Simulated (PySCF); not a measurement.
C4H5FO, SMILES C[C@@H]1OC=C1F.

Geometry optimised at r2SCAN-D4/def2-SVP. The structure was generated by enumeration; whether it is a known compound was not checked.

The numbers are results of r2SCAN-D4/def2-SVP in PySCF, not measurements.

No scaling factor is applied to the harmonic values.

```
mode  ν (cm⁻¹)  IR (km/mol)  moving atoms (share of kinetic energy)
----  --------  -----------  --------------------------------------
1          184          1.7                  C 44 %, F 30 %, H 23 %
2          245          0.3                                  H 89 %
3          258          4.4                          C 56 %, H 32 %
4          367          2.8          C 50 %, F 22 %, O 14 %, H 13 %
5          462          8.0          C 42 %, O 28 %, H 19 %, F 11 %
6          582         17.8                  C 62 %, H 25 %, O 11 %
7          690         15.2          F 50 %, C 28 %, O 13 %, H 10 %
8          808         26.4                          H 68 %, C 31 %
9          825          7.0                  C 43 %, H 29 %, O 24 %
10         861         32.7                  C 42 %, O 30 %, H 28 %
11        1009         53.6                  C 35 %, O 33 %, H 31 %
12        1042         23.3                          H 71 %, C 25 %
13        1081          5.8                          C 49 %, H 45 %
14        1147         13.6                          C 61 %, H 37 %
15        1178          6.6                          H 78 %, C 17 %
16        1283         10.1                  H 44 %, C 44 %, O 12 %
17        1291         94.4                   C 49 %, H 39 %, F 8 %
18        1366         35.3                          H 49 %, C 47 %
19        1388         19.2                          H 56 %, C 43 %
20        1455         11.0                                  H 92 %
21        1461          7.0                                  H 96 %
22        1753         84.9                                  C 91 %
23        3041         13.5                                  H 97 %
24        3072         15.8                                  H 92 %
25        3142          7.3                           H 91 %, C 9 %
26        3155         10.3                          H 90 %, C 10 %
27        3258          2.7                          H 90 %, C 10 %
```
